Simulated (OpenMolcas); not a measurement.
# Si: thermal populations, Slater's ratio, worked from levels

```yaml
Program: OpenMolcas 26.06
Basis: ANO-RCC [8s7p5d4f2g]
Scalar_Hamiltonian: DKH2, point nucleus
Active_space: 4 electrons in 9 orbitals (RAS2 3s 3p; RAS3 3d, at most 2 electrons)
State_averaging: 2S+1 = 3 even, 3 roots; 2S+1 = 1 even, 6 roots; 2S+1 = 5 odd, 1 root; 2S+1 = 3 odd, 8 roots; 2S+1 = 1 odd, 5 roots
Spin-orbit_coupling: state interaction with AMFI integrals over the reference wave functions, term energies averaged over their components
```

Methods: RASSCF; SS-RASPT2, IPEA 0.25 Eh, imaginary shift 0.1 Eh (closed shells correlated: 2s 2p). Measured levels: NIST Handbook of Basic Atomic Spectroscopic Data.

**Thermal populations.** Z = Σ (2J + 1) exp(-E/kT) with k = 0.695035 cm-1/K, over the levels below. No other level of either list lies under 39600 cm-1, which is above 7 kT at each temperature.

```
       Level  2J + 1  SS-RASPT2  measured
 3s2 3p2 3P0       1        0.0       0.0
 3s2 3p2 3P1       3       67.2      77.1
 3s2 3p2 3P2       5        196       223
 3s2 3p2 1D2       5       6120      6299
 3s2 3p2 1S0       1      15380     15394
3s 3p3 5S* 2       5      32440     33326
```

```json
{"T (K)": "3000", "Z, SS-RASPT2": "8.723", "Z, measured levels": "8.628", "Ground level (%), SS-RASPT2": "11.5", "Ground level (%), measured levels": "11.6"}
{"T (K)": "5000", "Z, SS-RASPT2": "9.540", "Z, measured levels": "9.452", "Ground level (%), SS-RASPT2": "10.5", "Ground level (%), measured levels": "10.6"}
{"T (K)": "8000", "Z, SS-RASPT2": "10.532", "Z, measured levels": "10.448", "Ground level (%), SS-RASPT2": "9.5", "Ground level (%), measured levels": "9.6"}
```

At 8000 K, kT = 5560 cm-1, and the computed levels give Z = 1.000 + 2.964 + 4.827 + 1.663 + 0.063 + 0.015 = 10.532.

**Slater's ratio.** With one set of orbitals, p2 has 1D - 3P = 6 F2 and 1S - 1D = 9 F2 (F2 = F²/25), a ratio of 3/2. Term energies are centres of gravity, weighted by 2J + 1.

```
   Source  1D - 3P  1S - 3P  F2 from the first  Ratio
   RASSCF     8562    19305               1427  1.255
SS-RASPT2     5993    15250                999  1.545
 measured     6149    15245               1025  1.479
```

Energies in cm-1. A ratio away from 3/2 shows effects beyond one configuration with one set of orbitals, and in heavier atoms second-order spin-orbit shifts.

Term energies are means over components that CASPT2 splits; among the terms shown or strongly mixed into the levels shown the widest spread is 35 cm-1 (3s2 3p2 1D, SS-RASPT2). The run also gave levels led by 3s2 3p 3d, which use shells meant for correlation; these and all levels above them are left out. Some terms mix strongly with configurations of 3d, whose occupation reaches 0.36 (3s 3p3 3D*). Without dynamic correlation excited terms often stand tens of per cent too high (terms of higher spin than the ground term too low), and those without a measured partner can miss by more than the paired ones (holds for RASSCF). Measured partners are found by configuration, term and J. A level has none where our copy of the source lacks it or the pairing is in doubt (some pairs that miss far off the trend of their configuration count as doubtful), and it then counts in no deviation. Levels of configurations outside the active space are missing.

* marks odd parity.
